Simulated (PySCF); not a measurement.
Static response to an electric field

Ge(tBu)2H2, C8H20Ge.
Structure used (PBE0-D3(BJ)/def2-SVP), in Å, numbered top down from 1:
```
atom  x, y, z in Å
Ge1   -0.9013    0.1010   -0.6139
C2    -1.0224    0.0333    1.3729
C3    -0.1846   -1.1152    1.9325
C4    -2.4972   -0.1893    1.7145
C5    -0.5585    1.3632    1.9679
H6    -0.3262   -1.1941    3.0257
H7    -0.4665   -2.0861    1.4940
H8     0.8919   -0.9656    1.7550
H9    -2.8696   -1.1489    1.3225
H10   -3.1384    0.6102    1.3087
H11   -2.6395   -0.1998    2.8105
H12   -1.1509    2.2098    1.5860
H13    0.5002    1.5718    1.7514
H14   -0.6728    1.3493    3.0671
C15    0.9044   -0.0234   -1.4456
C16    1.4194   -1.4605   -1.3579
C17    1.8859    0.9310   -0.7670
C18    0.7384    0.3676   -2.9154
H19    2.3977   -1.5466   -1.8649
H20    1.5592   -1.7922   -0.3180
H21    0.7327   -2.1703   -1.8459
H22    2.0739    0.6534    0.2820
H23    1.5271    1.9727   -0.7814
H24    2.8598    0.9114   -1.2890
H25    0.3960    1.4084   -3.0271
H26    0.0149   -0.2817   -3.4347
H27    1.7033    0.2753   -3.4468
H28   -1.5484    1.4359   -1.0637
H29   -1.7481   -1.0630   -1.1890
```

Level: CAM-B3LYP/def2-SVPD (PySCF), static field, nuclei fixed, core orbitals frozen in the response. The polarisability tensor in these axes (au):

```
x   131.10  -0.54 -12.28
y    -0.54 119.49   0.25
z   -12.28   0.25 140.68
```

Problem. What are the eigenvalues, a third of the trace, and Δα (Δα² = ½Σ(αi − αj)² over the three pairs)?

Solution. Principal values 119.45, 122.74 and 149.09 au; mean 130.42 au = 19.33 Å³ = 21.50 × 10⁻⁴⁰ C²·m²/J; Δα = 28.14 au (22 % of the mean).

Problem. What is the dipole moment, and where does it point?

Solution. (0.58, -0.07, 0.40) D, 0.71 D in size, pointing from the negative to the positive side. Measured along this direction, the outermost atoms are H28, H29, H26 and H10 at the negative end and H8 and H22 at the positive end.

Problem. Find the Langevin capture rate constant for H3O+ (19.018 u) meeting this molecule (190.078 u), k = 2.342 × 10⁻⁹ cm³/s × √(α in Å³ / reduced mass in u).

Solution. The reduced mass is 17.29 u, so k = 2.48 × 10⁻⁹ cm³/s. The formula leaves out the permanent dipole, which adds to the capture rate.

Problem. Sum over states: ᾱ = Σ f/ω², ω in Eh. What share falls to these 15 lowest TDDFT singlets (eV, f)? 6.97, 0.0139; 7.48, 0.0212; 7.70, 0.2589; 7.79, 0.0630; 7.96, 0.0174; 8.04, 0.0000; 8.30, 0.0027; 8.37, 0.2470; 8.37, 0.1430; 8.41, 0.1305; 8.54, 0.0558; 8.63, 0.1346; 8.67, 0.2376; 8.75, 0.1363; 8.76, 0.0007.

Solution. They add up to 15.78 au, 12.1 % of the 130.42 au; the largest single term is 3.23 au, from the state at 7.70 eV. Terms in order: 0.21, 0.28, 3.23, 0.77, 0.20, 0.00, 0.03, 2.61, 1.51, 1.37, 0.57, 1.34, 2.34, 1.32, 0.01 au. Higher excitations give the rest. The strengths listed sum to 1.463.

Problem. In a dilute gas of rigid molecules at 400 K, how does the orientational term μ²/3kT compare with the electronic polarisability?

Solution. In Gaussian units μ²/3kT = 3.07 Å³ against 19.33 Å³, a ratio of 0.16; the Debye molar polarisation (4π/3)N_A(α + μ²/3kT) is 56.5 cm³/mol, leaving out the vibrational part.

Problem. What molar refraction does this α imply?

Solution. Lorentz–Lorenz: R = (4π/3)N_A α = 2.5225 cm³/(mol·Å³) × 19.33 Å³ = 48.8 cm³/mol, in the limit of long wavelengths.

Problem. What depolarisation ratio follows for Rayleigh scattering of linearly polarised light, taking the static tensor?

Solution. ρ = 3Δα²/(45ᾱ² + 4Δα²) = 2374.8/(765473 + 3166.3) = 0.00309.

Geometry: PBE0-D3(BJ)/def2-SVP; no solvent, vibrations or thermal averaging. The calculation is non-relativistic, for germanium too.

These values come from a run that also computed excited states. Hardware: AMD EPYC 7R43, 2 threads, on a shared host. Cost: 2.2 min wall, 4.9 min CPU (grids of density and orbitals included), 3.2 GiB resident at most.
